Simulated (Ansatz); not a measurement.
CH$_{2}$AlClN$_{2}$ at its PBE0-D4/def2-TZVP geometry, where that method's forces vanish. Total charge 0; spin multiplicity 1.

```tsv
atom	x (Å)	y (Å)	z (Å)
Cl1	-0.525	-0.760	-3.063
Al2	-0.421	-0.305	-1.044
N3	-1.386	-0.157	0.509
C4	-0.236	0.169	0.995
N5	0.858	0.192	0.122
H6	-0.070	0.427	2.048
H7	1.781	0.435	0.433
```

(1) For each bond, give half the difference of the two atoms' forces along it (eV/Å; positive pushes the atoms apart) under PBE-D4, r2SCAN-D4, B3LYP-D4, ωB97M-V in def2-TZVPP. (Best estimate.)

Answers

(1) Ansatz gave: 
| bond | length (Å) | PBE-D4 | r2SCAN-D4 | B3LYP-D4 | ωB97M-V |
| --- | --- | --- | --- | --- | --- |
| Cl1–Al2 | 2.072 | 0.00 | 0.03 | 0.00 | -0.02 |
| Al2–N3 | 1.834 | 0.40 | 0.08 | 0.07 | -0.01 |
| Al2–N5 | 1.801 | 0.21 | 0.06 | 0.09 | 0.04 |
| N3–C4 | 1.290 | 0.66 | 0.27 | 0.11 | -0.03 |
| C4–N5 | 1.400 | 0.10 | 0.16 | 0.26 | 0.34 |
| C4–H6 | 1.097 | -0.03 | -0.08 | -0.24 | -0.25 |
| N5–H7 | 1.004 | 0.08 | -0.06 | -0.07 | -0.10 |

B3LYP here is the variant with VWN-RPA as its local correlation; programs differ in this.
